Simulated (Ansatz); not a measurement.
`BO[SiH2]F` and `NBO[SiH2]F` differ in one atom or group.

Ansatz, PBE0-D4/def2-TZVP geometries, multiplicity 1. Each molecule was computed in one conformer, which needn't be the lowest.

```
                             property  `BO[SiH2]F`
  LUMO energy (B3LYP/def2-TZVPP) / eV        -1.15
HOMO–LUMO gap (B3LYP/def2-TZVPP) / eV         7.41
  HOMO–LUMO gap (PBE/def2-TZVPP) / eV         5.33
   HOMO energy (PBE0/def2-TZVPP) / eV        -8.75
    LUMO energy (PBE/def2-TZVPP) / eV        -1.94
LUMO energy (ωB97M-V/def2-TZVPP) / eV         1.01
```

Task: What does the change do to each property? (Estimate.)

Result: The calculation gave: 
| property | `NBO[SiH2]F` | shift |
| --- | --- | --- |
| LUMO energy (B3LYP/def2-TZVPP) / eV | 0.51 | 1.66 |
| HOMO–LUMO gap (B3LYP/def2-TZVPP) / eV | 8.53 | 1.12 |
| HOMO–LUMO gap (PBE/def2-TZVPP) / eV | 6.71 | 1.38 |
| HOMO energy (PBE0/def2-TZVPP) / eV | -8.27 | 0.48 |
| LUMO energy (PBE/def2-TZVPP) / eV | -0.16 | 1.78 |
| LUMO energy (ωB97M-V/def2-TZVPP) / eV | 2.27 | 1.26 |

With PBE0 the HOMO rises by 0.48 eV and the LUMO rises by 1.67 eV, so the gap widens by about 1.19 eV. PBE moves the HOMO by 0.41 eV and ωB97M-V by 0.44 eV.

B3LYP here is the variant with VWN-RPA as its local correlation; programs differ in this.
